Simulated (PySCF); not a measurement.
A geometry optimisation, step by step.

Species: SnHMe2(OiPr), C₅H₁₄OSn.
Bonds: Sn1–C3, Sn1–C7, Sn1–O11, O11–C12, C12–C13, C12–C14. Hydrogens: H2 on Sn1; H4, H5, H6 on C3; H8, H9, H10 on C7; H15 on C12; H16, H17, H18 on C13; H19, H20, H21 on C14.

Method: PBE0-D3(BJ)/def2-SVP geometry optimisation, gas phase, def2 core potentials past Kr (PySCF); density fitting, grid level 1; the optimiser is geomeTRIC in internal coordinates, started from a GFN2-xTB structure with every atom displaced at random (about 0.03 Å). 8 of its 12 geometries are shown. The frame can shift and turn from step to step; on so coarse a grid that alone can change the energy by a few meV, and forces under 0.02 eV/Å are noise.

Step 0: E = -13277.3909 eV, largest atomic force 5.750 eV/Å
```
atom  x, y, z in Å  |  force x, y, z in eV/Å
Sn1     1.135    1.057    0.313   -1.687   1.711  -0.120
H2      1.189    1.341    2.000    0.169  -0.069   0.151
C3      2.917    0.886   -0.734    2.938   1.508   0.426
H4      3.642    1.824   -0.692   -1.752  -1.491  -0.176
H5      2.769    0.601   -1.770   -0.165  -0.058  -0.442
H6      3.546    0.119   -0.249   -0.216  -0.215  -0.109
C7     -0.241    2.585   -0.622    1.539  -0.927   2.296
H8     -1.157    2.686   -0.091   -1.116  -0.159   0.940
H9     -0.482    2.273   -1.576   -0.408  -0.800  -2.637
H10     0.196    3.557   -0.628    0.780   1.043  -0.166
O11     0.301   -0.694   -0.013    0.910   0.077  -0.705
C12    -0.668   -1.379    0.646   -3.186  -0.248  -1.318
C13    -1.010   -2.636   -0.193    4.888   0.172   3.022
C14    -2.024   -0.568    0.767    1.889  -0.736  -1.129
H15    -0.359   -1.680    1.639    0.208  -0.256   0.857
H16    -1.285   -2.376   -1.137   -1.206   0.805  -3.126
H17    -1.653   -3.257    0.335   -1.904  -1.405   0.924
H18    -0.020   -3.196   -0.241   -0.998   0.333  -0.315
H19    -1.808    0.283    1.369   -0.215   1.222   0.874
H20    -2.372   -0.235   -0.227    0.264   0.007   0.024
H21    -2.803   -1.175    1.175   -0.733  -0.514   0.727
```

Step 2: E = -13278.3181 eV, largest atomic force 0.432 eV/Å
```
atom  x, y, z in Å  |  force x, y, z in eV/Å
Sn1     1.084    1.084    0.289   -0.334   0.237  -0.136
H2      1.188    1.265    2.001    0.034  -0.016  -0.005
C3      2.960    0.927   -0.718    0.115  -0.125   0.021
H4      3.534    1.857   -0.636    0.022   0.147  -0.006
H5      2.787    0.704   -1.781   -0.034   0.004   0.033
H6      3.557    0.115   -0.278   -0.074  -0.004  -0.019
C7     -0.222    2.580   -0.600    0.102  -0.162   0.066
H8     -1.170    2.634   -0.040    0.089  -0.020  -0.049
H9     -0.438    2.293   -1.643    0.050   0.035   0.148
H10     0.258    3.571   -0.587   -0.016  -0.081  -0.014
O11     0.293   -0.707   -0.100    0.208   0.005  -0.200
C12    -0.706   -1.381    0.596   -0.221  -0.066   0.296
C13    -0.974   -2.687   -0.134   -0.034   0.010   0.007
C14    -1.978   -0.552    0.738    0.027  -0.004  -0.058
H15    -0.365   -1.638    1.626    0.040   0.034  -0.052
H16    -1.344   -2.473   -1.153   -0.026  -0.080   0.132
H17    -1.704   -3.309    0.414    0.007   0.081  -0.139
H18    -0.041   -3.259   -0.228    0.067  -0.018  -0.024
H19    -1.793    0.368    1.322   -0.032  -0.062  -0.018
H20    -2.337   -0.257   -0.261   -0.034   0.023   0.017
H21    -2.777   -1.120    1.242    0.044   0.062   0.000
```

Step 3: E = -13278.3333 eV, largest atomic force 0.163 eV/Å
```
atom  x, y, z in Å  |  force x, y, z in eV/Å
Sn1     1.074    1.075    0.277   -0.078   0.044   0.026
H2      1.193    1.225    1.991    0.007  -0.005   0.016
C3      2.957    0.941   -0.718    0.061   0.081  -0.013
H4      3.516    1.885   -0.622   -0.014  -0.070  -0.015
H5      2.777    0.734   -1.782    0.014   0.003  -0.001
H6      3.549    0.120   -0.290    0.006   0.009   0.003
C7     -0.216    2.562   -0.583    0.001   0.000  -0.024
H8     -1.164    2.607   -0.028    0.009   0.014  -0.018
H9     -0.427    2.291   -1.629    0.010   0.004   0.051
H10     0.263    3.551   -0.560   -0.008  -0.014   0.005
O11     0.298   -0.718   -0.128    0.054  -0.052  -0.119
C12    -0.705   -1.376    0.588   -0.003  -0.036   0.158
C13    -0.974   -2.694   -0.115   -0.087  -0.063  -0.071
C14    -1.971   -0.541    0.715   -0.055   0.066  -0.005
H15    -0.353   -1.611    1.620   -0.014   0.035  -0.045
H16    -1.357   -2.508   -1.133    0.029  -0.007   0.070
H17    -1.713   -3.301    0.435    0.033   0.020  -0.028
H18    -0.041   -3.268   -0.205    0.015  -0.010   0.002
H19    -1.781    0.388    1.279   -0.005  -0.008  -0.001
H20    -2.342   -0.260   -0.285    0.006  -0.014   0.015
H21    -2.769   -1.087    1.242    0.018   0.002  -0.005
```

Step 5: E = -13278.3381 eV, largest atomic force 0.051 eV/Å
```
atom  x, y, z in Å  |  force x, y, z in eV/Å
Sn1     1.067    1.057    0.263    0.040  -0.029   0.010
H2      1.192    1.163    1.981   -0.007  -0.004  -0.002
C3      2.961    0.962   -0.728   -0.044   0.001  -0.004
H4      3.515    1.903   -0.609    0.008   0.007   0.007
H5      2.791    0.778   -1.798    0.008  -0.001  -0.002
H6      3.554    0.135   -0.315    0.009   0.000   0.005
C7     -0.216    2.566   -0.563   -0.002   0.012   0.006
H8     -1.166    2.608   -0.014   -0.010   0.004   0.006
H9     -0.422    2.320   -1.613   -0.006  -0.005  -0.026
H10     0.270    3.551   -0.516    0.009   0.007   0.003
O11     0.296   -0.738   -0.168   -0.032   0.006  -0.018
C12    -0.707   -1.374    0.579    0.019   0.010  -0.007
C13    -0.979   -2.715   -0.083    0.006   0.006   0.005
C14    -1.973   -0.533    0.685    0.006  -0.005   0.004
H15    -0.347   -1.572    1.612    0.001  -0.002   0.017
H16    -1.365   -2.558   -1.102    0.006   0.011  -0.024
H17    -1.716   -3.305    0.483   -0.003  -0.012   0.022
H18    -0.046   -3.292   -0.160   -0.006   0.000   0.005
H19    -1.781    0.413    1.217    0.002   0.004  -0.001
H20    -2.353   -0.290   -0.320    0.002   0.000  -0.005
H21    -2.764   -1.062    1.239   -0.004  -0.009   0.000
```

Step 6: E = -13278.3392 eV, largest atomic force 0.059 eV/Å
```
atom  x, y, z in Å  |  force x, y, z in eV/Å
Sn1     1.063    1.048    0.254    0.029  -0.011   0.003
H2      1.189    1.129    1.973   -0.009  -0.001  -0.001
C3      2.958    0.967   -0.736   -0.008  -0.012  -0.002
H4      3.513    1.907   -0.601   -0.003   0.008   0.005
H5      2.794    0.798   -1.809    0.002   0.000   0.001
H6      3.550    0.136   -0.331    0.002   0.002  -0.002
C7     -0.210    2.578   -0.553   -0.001  -0.002   0.006
H8     -1.162    2.624   -0.005    0.000  -0.001   0.004
H9     -0.417    2.348   -1.607   -0.004   0.001  -0.013
H10     0.286    3.558   -0.491    0.004   0.001  -0.002
O11     0.286   -0.742   -0.192   -0.053   0.024   0.010
C12    -0.708   -1.371    0.573    0.026   0.001  -0.033
C13    -0.975   -2.725   -0.064    0.021   0.011   0.023
C14    -1.980   -0.537    0.670    0.010  -0.016   0.004
H15    -0.342   -1.547    1.608    0.004  -0.003   0.018
H16    -1.363   -2.587   -1.084   -0.005   0.000  -0.021
H17    -1.706   -3.309    0.516   -0.008  -0.005   0.007
H18    -0.039   -3.298   -0.132   -0.002  -0.002   0.001
H19    -1.794    0.421    1.183    0.000   0.003  -0.003
H20    -2.366   -0.317   -0.338    0.000   0.005  -0.003
H21    -2.764   -1.064    1.236   -0.005   0.000  -0.001
```

Step 8: E = -13278.3410 eV, largest atomic force 0.049 eV/Å
```
atom  x, y, z in Å  |  force x, y, z in eV/Å
Sn1     1.054    1.040    0.232    0.007   0.012  -0.003
H2      1.179    1.064    1.952   -0.004   0.003   0.002
C3      2.947    0.968   -0.759    0.040  -0.011   0.008
H4      3.509    1.898   -0.591   -0.009   0.000  -0.005
H5      2.790    0.833   -1.838   -0.009   0.002   0.002
H6      3.534    0.121   -0.377   -0.008   0.002  -0.005
C7     -0.186    2.622   -0.528    0.001  -0.012  -0.011
H8     -1.135    2.679    0.024    0.008  -0.006   0.000
H9     -0.401    2.429   -1.589    0.002   0.004   0.018
H10     0.340    3.584   -0.439   -0.009  -0.003  -0.005
O11     0.242   -0.726   -0.246   -0.036   0.032   0.008
C12    -0.719   -1.359    0.559    0.018  -0.026  -0.005
C13    -0.947   -2.746   -0.017    0.013  -0.002   0.011
C14    -2.016   -0.563    0.637   -0.006  -0.005  -0.001
H15    -0.335   -1.480    1.597   -0.002   0.005  -0.005
H16    -1.344   -2.664   -1.041   -0.007  -0.010   0.012
H17    -1.655   -3.327    0.596   -0.005   0.007  -0.018
H18     0.006   -3.292   -0.066    0.004  -0.002  -0.003
H19    -1.855    0.421    1.108    0.002  -0.002  -0.002
H20    -2.416   -0.396   -0.376    0.000   0.004   0.002
H21    -2.777   -1.091    1.232    0.001   0.008  -0.001
```

Step 9: E = -13278.3414 eV, largest atomic force 0.032 eV/Å
```
atom  x, y, z in Å  |  force x, y, z in eV/Å
Sn1     1.052    1.042    0.225    0.001   0.011   0.000
H2      1.176    1.050    1.946    0.000   0.003   0.002
C3      2.944    0.963   -0.768    0.031  -0.004   0.009
H4      3.510    1.889   -0.593   -0.004  -0.002  -0.006
H5      2.784    0.839   -1.848   -0.008   0.000   0.001
H6      3.526    0.109   -0.394   -0.007   0.000  -0.003
C7     -0.176    2.639   -0.519    0.003  -0.006  -0.011
H8     -1.122    2.700    0.037    0.006  -0.005   0.000
H9     -0.398    2.458   -1.581    0.002   0.000   0.017
H10     0.358    3.596   -0.425   -0.010  -0.001  -0.003
O11     0.220   -0.711   -0.262   -0.012   0.023  -0.007
C12    -0.724   -1.352    0.554    0.004  -0.023   0.015
C13    -0.931   -2.751   -0.002    0.003  -0.006  -0.001
C14    -2.033   -0.576    0.628   -0.009   0.003  -0.004
H15    -0.334   -1.455    1.592   -0.003   0.005  -0.010
H16    -1.331   -2.690   -1.027   -0.002  -0.006   0.017
H17    -1.629   -3.334    0.619   -0.001   0.006  -0.015
H18     0.030   -3.283   -0.045    0.003   0.000  -0.002
H19    -1.885    0.416    1.085    0.002  -0.003  -0.001
H20    -2.439   -0.427   -0.385    0.000   0.000   0.003
H21    -2.785   -1.108    1.232    0.003   0.005   0.000
```

Step 11: E = -13278.3419 eV, largest atomic force under 0.02 eV/Å
```
atom  x, y, z in Å  |  force x, y, z in eV/Å
Sn1     1.054    1.051    0.224    0.002   0.001   0.006
H2      1.178    1.057    1.945    0.001  -0.001  -0.001
C3      2.944    0.955   -0.773   -0.004   0.004   0.002
H4      3.518    1.877   -0.602    0.003  -0.001  -0.002
H5      2.776    0.831   -1.852    0.000  -0.002  -0.001
H6      3.519    0.096   -0.400    0.000  -0.001   0.001
C7     -0.175    2.648   -0.517    0.002   0.004   0.001
H8     -1.117    2.706    0.046   -0.002  -0.001   0.001
H9     -0.403    2.463   -1.576   -0.001  -0.004  -0.001
H10     0.356    3.607   -0.428   -0.002   0.001   0.000
O11     0.204   -0.692   -0.268    0.006   0.001  -0.016
C12    -0.726   -1.346    0.553   -0.006  -0.001   0.014
C13    -0.916   -2.749    0.001   -0.005  -0.002  -0.005
C14    -2.045   -0.586    0.630    0.001   0.004  -0.002
H15    -0.331   -1.441    1.590    0.000   0.000  -0.002
H16    -1.320   -2.697   -1.022    0.003   0.003   0.001
H17    -1.607   -3.338    0.623    0.002  -0.001   0.002
H18     0.052   -3.270   -0.043   -0.001   0.001   0.001
H19    -1.904    0.410    1.082    0.000   0.000   0.000
H20    -2.456   -0.444   -0.382    0.000  -0.003   0.001
H21    -2.789   -1.123    1.239    0.001  -0.001   0.002
```

Q: Summarise the path.

A: The energy falls by 0.9509 eV from step 0 to step 11; nine tenths of that is first reached at step 1. It falls at every step. The largest force goes from 5.750 to under 0.02 eV/Å. Among the bonds Sn1–C7 changes most, from 2.259 to 2.147 Å; the atoms move by 0.222 Å rms after alignment.

Q: Follow the three bonds and two angles with the largest change from start to end.

A: 
```json
{"step": "0", "E above end (eV)": "0.9509", "largest force (eV/Å)": "5.750", "Sn1–C7 (Å)": "2.259", "C3–H4 (Å)": "1.186", "C13–H16 (Å)": "1.017", "Sn1–O11–C12 (°)": "132.2", "H16–C13–H17 (°)": "117.2"}
{"step": "1", "E above end (eV)": "0.0837", "largest force (eV/Å)": "0.901", "Sn1–C7 (Å)": "2.107", "C3–H4 (Å)": "1.096", "C13–H16 (Å)": "1.096", "Sn1–O11–C12 (°)": "130.3", "H16–C13–H17 (°)": "113.0"}
{"step": "2", "E above end (eV)": "0.0237", "largest force (eV/Å)": "0.432", "Sn1–C7 (Å)": "2.175", "C3–H4 (Å)": "1.096", "C13–H16 (Å)": "1.105", "Sn1–O11–C12 (°)": "128.4", "H16–C13–H17 (°)": "110.2"}
{"step": "3", "E above end (eV)": "0.0086", "largest force (eV/Å)": "0.163", "Sn1–C7 (Å)": "2.149", "C3–H4 (Å)": "1.101", "C13–H16 (Å)": "1.104", "Sn1–O11–C12 (°)": "126.8", "H16–C13–H17 (°)": "108.7"}
{"step": "4", "E above end (eV)": "0.0054", "largest force (eV/Å)": "0.067", "Sn1–C7 (Å)": "2.146", "C3–H4 (Å)": "1.099", "C13–H16 (Å)": "1.102", "Sn1–O11–C12 (°)": "125.6", "H16–C13–H17 (°)": "108.4"}
{"step": "5", "E above end (eV)": "0.0038", "largest force (eV/Å)": "0.051", "Sn1–C7 (Å)": "2.146", "C3–H4 (Å)": "1.099", "C13–H16 (Å)": "1.101", "Sn1–O11–C12 (°)": "124.6", "H16–C13–H17 (°)": "108.5"}
{"step": "6", "E above end (eV)": "0.0026", "largest force (eV/Å)": "0.059", "Sn1–C7 (Å)": "2.148", "C3–H4 (Å)": "1.099", "C13–H16 (Å)": "1.101", "Sn1–O11–C12 (°)": "123.7", "H16–C13–H17 (°)": "108.7"}
{"step": "7", "E above end (eV)": "0.0018", "largest force (eV/Å)": "0.066", "Sn1–C7 (Å)": "2.148", "C3–H4 (Å)": "1.099", "C13–H16 (Å)": "1.101", "Sn1–O11–C12 (°)": "123.1", "H16–C13–H17 (°)": "108.9"}
{"step": "8", "E above end (eV)": "0.0009", "largest force (eV/Å)": "0.049", "Sn1–C7 (Å)": "2.149", "C3–H4 (Å)": "1.100", "C13–H16 (Å)": "1.102", "Sn1–O11–C12 (°)": "122.6", "H16–C13–H17 (°)": "109.0"}
{"step": "9", "E above end (eV)": "0.0004", "largest force (eV/Å)": "0.032", "Sn1–C7 (Å)": "2.148", "C3–H4 (Å)": "1.100", "C13–H16 (Å)": "1.102", "Sn1–O11–C12 (°)": "122.6", "H16–C13–H17 (°)": "108.9"}
{"step": "10", "E above end (eV)": "0.0001", "largest force (eV/Å)": "0.026", "Sn1–C7 (Å)": "2.148", "C3–H4 (Å)": "1.100", "C13–H16 (Å)": "1.102", "Sn1–O11–C12 (°)": "122.9", "H16–C13–H17 (°)": "108.7"}
{"step": "11", "E above end (eV)": "0.0000", "largest force (eV/Å)": "under 0.02", "Sn1–C7 (Å)": "2.147", "C3–H4 (Å)": "1.099", "C13–H16 (Å)": "1.101", "Sn1–O11–C12 (°)": "123.0", "H16–C13–H17 (°)": "108.6"}
```

What follows is the cost of the whole optimisation. On Intel Xeon 6975P-C, one thread, on a shared host, this took 2.9 min of wall time and 0.76 GiB of memory at its peak.
